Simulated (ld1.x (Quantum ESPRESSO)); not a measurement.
# Ge (Z = 32), PAW: configuration errors across variants

```json
{"Element": "germanium (Ge)", "Generator": "ld1.x (Quantum ESPRESSO) 7.5", "Type": "PAW", "Functional": "BP86", "Relativity": "scalar-relativistic", "Frozen core": "[Ar] 3d10", "Valence charge": "4", "Reference configuration": "4s2 4p2", "Partial waves": "4s (bound): rcut 1.70, rcutus 1.95 bohr; 4s channel at 0.05 Ry: rcut 1.70, rcutus 1.95 bohr; 4p (bound): rcut 1.95, rcutus 2.55 bohr; 4p channel at 0.7 Ry: rcut 1.95, rcutus 2.55 bohr", "Local potential": "all-electron potential smoothed inside 1.80 bohr (lloc = -2)", "Core correction": "Bessel-smoothed model core inside 1.45 bohr", "Augmentation charge": "PSQ, inside the norm-conserving radii"}
```

All-electron excitation energies from the reference (eV): (1) 4s2 4p1 7.589; (2) 4s2 4p0 23.192; (3) 4s1 4p0 58.189; (4) 4s2 4p1.5 2.871; (5) 4s1 4p3 7.995; (6) 4s1 4p2 16.328; (7) 4s2 4p2.3 -0.923.

2 further variants failed, have other tests or too few solved ones, and are left out.

Errors AE − PS in meV (a dash: test not solved or not reliable):

```csv
change,(1),(2),(3),(4),(5),(6),(7),bound ghosts
base,-6.9,-56,-337,-1.3,-11,-33,0.0,none
type RRKJ; waves now 4p (bound): rc 2.55 bohr; 4s (bound): rc 1.95 bohr; local potential the s channel,-4.9,-36,-252,-1.0,-16,-34,0.0,none
core correction Bessel-smoothed model core inside 2.40 bohr,-6.9,-56,-332,-1.3,-11,-33,0.0,none
local potential all-electron potential smoothed inside 1.95 bohr (lloc = -2),-6.9,-56,-337,-1.2,-11,-33,0.0,none
"augmentation PSQ, radius 1.30 bohr",-6.9,-56,-336,-1.3,-11,-33,0.0,none
"all radii but the core radius scaled by about 0.78 (s 1.52, p 2.00 bohr, rcut 1.34/1.52); local potential all-electron potential smoothed inside 1.42 bohr (lloc = -2)",-6.9,-56,-337,-1.3,-12,-34,0.0,none
```

Question: Give the same row for: local potential all-electron potential smoothed inside 2.84 bohr (lloc = -2).

Answer: -6.9, -56, -336, -1.3, -12, -34, 0.0; bound ghosts: none.
